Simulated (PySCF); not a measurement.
CH5ClSi, SMILES Cl[SiH2]C. Atoms are numbered in the order given.

```xyz
8

Si    -0.6259    -0.4472     0.0000
C      0.6791    -1.7750     0.0000
Cl     0.2825     1.4180     0.0000
H     -1.4747    -0.5213    -1.2077
H     -1.4747    -0.5213     1.2077
H      1.3127    -1.6957     0.8846
H      0.2104    -2.7622     0.0000
H      1.3127    -1.6957    -0.8846
```
Charge 0, spin multiplicity 1.

The structure is a stationary point at B3LYP-D3(BJ)/def2-TZVP.

Level of theory: PySCF with B3LYP/def2-TZVPD.

Symmetry labels are those of the subgroup Cs that the program uses (full group Cs).

Q: List the valence orbital energies around the gap with their symmetry. (An estimate is asked for; the answer gives what the named calculation found.)

A: 
```
orbital  symmetry  energy (eV)
-------  --------  -----------
HOMO−7         A'       -14.36
HOMO−6         A"       -11.72
HOMO−5         A'       -11.72
HOMO−4         A'       -10.34
HOMO−3         A"       -10.08
HOMO−2         A'        -9.92
HOMO−1         A"        -8.57
HOMO           A'        -8.53
LUMO           A'        -0.15
LUMO+1         A'        -0.05
LUMO+2         A'         0.44
LUMO+3         A'         0.97
```
